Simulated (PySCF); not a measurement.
Species: Sn(vinyl)H3, C2H6Sn.
Bonds: Sn1–C2, C2–C3. Hydrogens: H7, H8, H9 on Sn1; H4 on C2; H5, H6 on C3.

Computed by this run: PBE0-D3(BJ)/def2-SVP geometry optimisation, gas phase, def2 core potentials past Kr in PySCF; density fitting, grid level 1; the optimiser is geomeTRIC in internal coordinates, started from a GFN2-xTB structure with every atom displaced at random (about 0.03 Å).

At the end of the run (lengths in Å): Sn1–H9 1.716, Sn1–H7 1.716, C2–H4 1.097, C2–C3 1.335, Sn1–H8 1.713, Sn1–C2 2.142, C3–H5 1.096, H7–Sn1–H8 109.2°, C2–Sn1–H7 110.2°, Sn1–C2–C3 123.7°, C2–C3–H5 122.7°, H4–C2–C3–H5 180°, H4–C2–Sn1–H7 117°.

Question: These geometries were met on the way; a selection of coordinates is given. Order them by energy above the end point, lowest first.
A. Sn1–H9 1.753, Sn1–H7 1.742, C2–H4 1.098, C2–C3 1.339, Sn1–H8 1.711, Sn1–C2 2.154, C3–H5 1.097, H7–Sn1–H8 106.8°, C2–Sn1–H7 111.8°, Sn1–C2–C3 126.9°, C2–C3–H5 125.4°, H4–C2–C3–H5 177°, H4–C2–Sn1–H7 115°
B. Sn1–H9 1.727, Sn1–H7 1.720, C2–H4 1.100, C2–C3 1.337, Sn1–H8 1.716, Sn1–C2 2.139, C3–H5 1.095, H7–Sn1–H8 108.1°, C2–Sn1–H7 110.9°, Sn1–C2–C3 123.2°, C2–C3–H5 120.7°, H4–C2–C3–H5 180°, H4–C2–Sn1–H7 116°
C. Sn1–H9 1.602, Sn1–H7 1.637, C2–H4 1.045, C2–C3 1.285, Sn1–H8 1.752, Sn1–C2 2.113, C3–H5 1.115, H7–Sn1–H8 104.3°, C2–Sn1–H7 115.0°, Sn1–C2–C3 122.0°, C2–C3–H5 122.9°, H4–C2–C3–H5 -171°, H4–C2–Sn1–H7 110°

Answer: B (0.008 eV), A (0.036 eV), C (0.361 eV).

```json
{"step": "2", "E above end (eV)": "0.008", "rms distance from the end, all atoms (Å)": "0.019", "largest force (eV/Å)": "0.219", "rms shift of all bonds from the end (Å)": "0.005"}
{"step": "1", "E above end (eV)": "0.036", "rms distance from the end, all atoms (Å)": "0.072", "largest force (eV/Å)": "0.505", "rms shift of all bonds from the end (Å)": "0.017"}
{"step": "0", "E above end (eV)": "0.361", "rms distance from the end, all atoms (Å)": "0.071", "largest force (eV/Å)": "3.970", "rms shift of all bonds from the end (Å)": "0.058"}
```

Rows stand in the order of the answer.
